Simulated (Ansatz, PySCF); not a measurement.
C₃H₁₀NSi, SMILES C[Si](C)(C)[NH] (connectivity only; charge and spin as stated), charge -1, multiplicity 1.

The structure is a stationary point at PBE0-D3(BJ)/def2-SVPD. The spin state was assumed, not searched. The isomer is the one that the SMILES or the coordinates give; other isomers of the formula were not compared. The values are those of a single conformer.

Estimates of the vertical detachment energy (IE) of the anion in eV. Rows of orbital energies are one-electron estimates, which approximate functionals can put far too low.

| level | IE |
|---|---|
| −ε(HOMO), −ε(LUMO), PBE/def2-SVPD (PySCF) | -1.01 |
| ΔSCF, ωB97X-V/def2-SVPD (Ansatz), final states of multiplicity 2 | 2.05 |

### Question
What vertical singlet–triplet gap does ΔSCF give with ωB97X-V/def2-SVPD (Ansatz, an electronic-structure program)? (The exact figures need the calculation; the answer reports its results.)

### Answer
3.83 eV (triplet above singlet where positive).
